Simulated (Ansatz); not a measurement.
Correlation energies of ClH₅InNOSi (`[NH2][In]([Cl])[O][SiH3]`) by basis set

Cartesian coordinates in Å:
```
N -2.053 1.979 -0.037
In -0.727 0.603 -0.623
Cl -0.576 -0.220 -2.779
O 0.417 -0.293 0.700
Si 1.509 -1.507 0.671
H -2.351 2.627 -0.753
H -1.799 2.491 0.796
H 1.993 -1.738 2.059
H 2.677 -1.170 -0.191
H 0.910 -2.771 0.157
```

Total charge 0; spin multiplicity 1. Correlated methods include outer-core shells of In, which these sets cover unevenly. In takes the def2 core potential. The geometry is a stationary point of PBE0-D4/def2-TZVP. It is one conformer, not always the lowest. Frozen core, restricted reference, the Gaussian-basis code of Ansatz.

```tsv
basis	HF (Eh)	MP2 corr.	CCSD corr.	(T)	CCSD(T) total
def2-SVP	?	-0.67479	?	-0.01821	?
def2-TZVPP	?	-1.04766	-1.08069	?	?
def2-QZVPP	-1070.10880	-1.30138	–	–	–
```

Task: Fill in the withheld values. (An estimate is asked.)

Result: Ansatz gave: def2-SVP HF (Eh): -1069.63434; def2-SVP CCSD corr.: -0.72128; def2-SVP CCSD(T) total: -1070.37383; def2-TZVPP HF (Eh): -1070.07809; def2-TZVPP (T): -0.04008; def2-TZVPP CCSD(T) total: -1071.19886.
